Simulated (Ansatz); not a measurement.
C2H7BFN can be A, `BNC(C)F`, or B, `BN(C)CF`.

Isolated molecules relaxed with PBE0-D4/def2-TZVP in Ansatz; ΔE leaves out vibrations. CBS: MP2 limit from def2 TZ/QZ plus the TZ coupled-cluster correction, frozen cores. Functionals use def2-TZVPP. B3LYP here is the variant with VWN-RPA as its local correlation; programs differ in this. Each species was taken in one conformer, which may not be the lowest.

A:

```xyz
12

B     1.177   -1.475    0.801
N     0.398   -0.787   -0.121
C    -0.607    0.174    0.184
C    -0.533    1.407   -0.678
F    -1.863   -0.399   -0.004
H     1.031   -1.238    1.965
H     1.977   -2.268    0.403
H     0.497   -0.969   -1.110
H    -0.530    0.413    1.247
H    -1.350    2.086   -0.435
H     0.416    1.922   -0.518
H    -0.613    1.135   -1.734
```

B:

```xyz
12

B     1.464    0.415    0.440
N     0.187    0.045    0.028
C    -0.275   -1.330   -0.033
C    -0.787    1.006   -0.354
F    -1.818    1.055    0.572
H     2.247   -0.438    0.740
H     1.743    1.578    0.469
H    -0.590   -1.586   -1.050
H     0.532   -1.995    0.264
H    -1.125   -1.483    0.637
H    -1.249    0.740   -1.311
H    -0.330    1.994   -0.402
```

(1) Which is lower in electronic energy at CCSD(T)/CBS, and by how much? (Best estimate.)

(2) Give E(B) − E(A) in kcal/mol with MP2/def2-TZVPP, B3LYP, B3LYP-D4, CCSD(T)/def2-TZVPP, PBE0-D4, HF/def2-TZVPP, r2SCAN-D4. (Best estimate.)

Largest T1 diagnostic: 0.012.

Results:

(1) The calculation gave: A, by 10.7 kcal/mol.

(2) The calculation gave: MP2/def2-TZVPP 10.4, B3LYP 10.6, B3LYP-D4 10.3, CCSD(T)/def2-TZVPP 10.3, PBE0-D4 10.7, HF/def2-TZVPP 11.2, r2SCAN-D4 11.3. None reverses the order clearly.

In def2-TZVPP, CCSD(T) changes the Hartree–Fock value by −0.9 kcal/mol (the triples alone add −0.2 kcal/mol) and MP2 by −0.8 kcal/mol.
